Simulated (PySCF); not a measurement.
C7H11F.
Numbering: `[CH3:1][CH2:2][C:3]#[C:4][CH2:5][CH2:6][CH2:7][F:8]` (hydrogens: H9, H10, H11 on C1; H12, H13 on C2; H14, H15 on C5; H16, H17 on C6; H18, H19 on C7)

Computed, not measured: PBE0-D3(BJ)/def2-SVP geometry optimisation, gas phase in PySCF 2.14.0.

Entries marked ? are missing. Bonds in one row agree within 0.01 Å.

| coordinate | value |
| --- | --- |
| C1–C2 | 1.528 Å |
| C2–C3 | ? |
| C3≡C4 | ? |
| C4–C5 | 1.459 Å |
| C5–C6 | 1.532 Å |
| C6–C7 | 1.509 Å |
| C7–F8 | ? |
| C1–H9, C1–H10, C1–H11 | 1.100 Å |
| C2–H12, C2–H13 | 1.104 Å |
| C5–H14, C5–H15 | 1.103 Å |
| C6–H16, C6–H17 | 1.102 Å |
| C7–H18, C7–H19 | 1.104 Å |
| C1–C2–C3 | ? |
| C2–C3–C4 | 179.0° |
| C3–C4–C5 | 178.7° |
| C4–C5–C6 | ? |
| C5–C6–C7 | 113.1° |
| C6–C7–F8 | ? |

**Question.** Fill in the missing values.

**Answer.** 
- C2–C3 = 1.459 Å, drawn single (propargylic carbon to alkyne carbon); 0.01 Å above the sum of covalent radii, 1.45 Å.
- C3≡C4 = 1.213 Å, drawn triple (both ends alkyne carbon); 0.17 Å below the sum of covalent radii, 1.38 Å.
- C7–F8 = 1.377 Å, drawn single (sp3 C–F carbon to alkyl fluorine); 0.05 Å above the sum of covalent radii, 1.33 Å.
- C1–C2–C3 = 113.3°, at the propargylic carbon; the outer atoms are 2.496 Å apart.
- C4–C5–C6 = 113.4°, at the propargylic carbon; the outer atoms are 2.500 Å apart.
- C6–C7–F8 = 110.0°, at the sp3 C–F carbon; the outer atoms are 2.365 Å apart.

Radii are Cordero's, carbon taken as 0.76, 0.73 or 0.69 Å for four, three, and two or fewer neighbours.

Not checked by PBE0-D3(BJ)/def2-SVP frequencies. One conformer, not necessarily the lowest (C4–C5–C6–C7 64°, C5–C6–C7–F8 61°).
